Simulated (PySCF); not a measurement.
C12H9B, SMILES C1=CC=C2B3C(=CC=C2)C=CC=C13.

Geometry optimised at B3LYP-D3(BJ)/def2-SVP.

Two levels are set side by side: PBE/def2-SVP (PySCF) and PBE0/def2-SVP (PySCF). Same geometry, gas phase. Differences are taken from unrounded values.

| quantity | PBE0 |
|---|---|
| orbital gap (eV) | 2.24 |
| highest occupied level (eV) | -5.65 |
| lowest empty level (eV) | -3.41 |
| mean polarisability (bohr³) | 157.2 |

Q: What does PBE give, and how far is it from PBE0? (An estimate is asked for; the answer gives what the named calculation found.)

A: 
| quantity | PBE | PBE minus PBE0 |
|---|---|---|
| orbital gap (eV) | 0.91 | -1.34 |
| highest occupied level (eV) | -4.88 | 0.77 |
| lowest empty level (eV) | -3.97 | -0.56 |
| mean polarisability (bohr³) | 158.3 | 1.1 |

PBE's occupied levels lie high since its potential decays too fast outside the molecule; exact exchange lowers them and widens the gap. Differences between two approximate levels are no errors against the true value.

Rough cost on one machine, each run with all the roots and properties that it gave: PBE0 against PBE within a factor of 2.
